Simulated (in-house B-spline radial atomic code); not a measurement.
Response and correlation of Au³³⁺

Closed shell [Kr] 4d10. Computed with an all-electron radial atomic-structure program (B-spline basis): Dirac-Hartree-Fock, relativistic RPA (time-dependent Dirac-Hartree-Fock) for the response and second-order many-body perturbation theory for correlation, no-pair Dirac-Coulomb Hamiltonian, finite nucleus.

Command:
```bash
python run_mb.py task.json out
```
Settings (nuclear radius in fm, box in bohr, cutoff in hartree):
```
basis_form          2
Z                   79
core_configuration  [Kr] 4d10
rms_radius          5.4371
mass_number         197
speed_of_light      137.036
box_radius          2.679
lmax                7
intervals           56
virtual_cutoff      156025.0
```

Run time, properties included: 8.1 s on 1 thread of Intel(R) Xeon(R) 6975P-C, with other jobs on the host.

```csv
"multipole (bohr³, bohr⁵, bohr⁷)",uncoupled,coupled RPA
dipole,0.061557,0.052482
quadrupole,0.0078543,?
octupole,0.0024391,0.0026065
```

Q: What is the coupled quadrupole polarisability?

A: 0.0080758 atomic units, +3 % against the uncoupled value.

Q: Which subshells carry the dipole polarisability?

A: 4d5/2 57.9 %, 4d3/2 35.5 %, 4p3/2 3.7 %.

Q: What does the dipole shielding factor come to?

A: The dipole shielding factor is 0.583, against the exact N/Z = 46/79 = 0.582 of the non-relativistic theorem.

Dipole polarisability at imaginary frequency:

| u (Eh) | α(iu) (bohr³) |
| --- | --- |
| 0 | 0.05248 |
| 9.91 | 0.03232 |
| 29.7 | 0.01135 |
| 59.5 | 0.004782 |
| 99.1 | 0.002343 |
| 198 | 0.0007874 |
| 397 | 0.000232 |
| 991 | 4.172e-05 |

Q: What dispersion coefficients follow for two such ions (the dispersion part alone)?

A: C6 = (3/π)∫α(iu)²du = 0.02854 hartree·bohr⁶ and C8 = 0.02921 hartree·bohr⁸.

Lowest J = 1 odd-parity excitations:

```tsv
energy (eV)	oscillator strength	leading channel	weight
217.89	0.000535	4d5/2 → f5/2	0.867
237.32	0.135	4d5/2 → f7/2	0.463
286.06	4.2	4d3/2 → f5/2	0.607
533.33	0.372	4d3/2 → p1/2	0.992
551.67	0.584	4d5/2 → p3/2	0.982
575.46	0.0651	4d3/2 → p3/2	0.986
683.75	0.472	4p3/2 → s1/2	0.994
738.43	0.0277	4d5/2 → f5/2	0.85
```

Second-order correlation energy by the highest angular momentum of the excited pair (hartree): s -0.03043, p -0.2419, d -0.6173, f -1.318, g -0.4167, h -0.1854, i -0.08464, k -0.04335.

Q: What is the second-order correlation energy at the partial-wave limit?

A: The listed waves sum to -2.9372 hartree; extrapolating the increments as (l + 1/2)⁻⁴ gives -3.0258 hartree, -1.79 eV per electron.
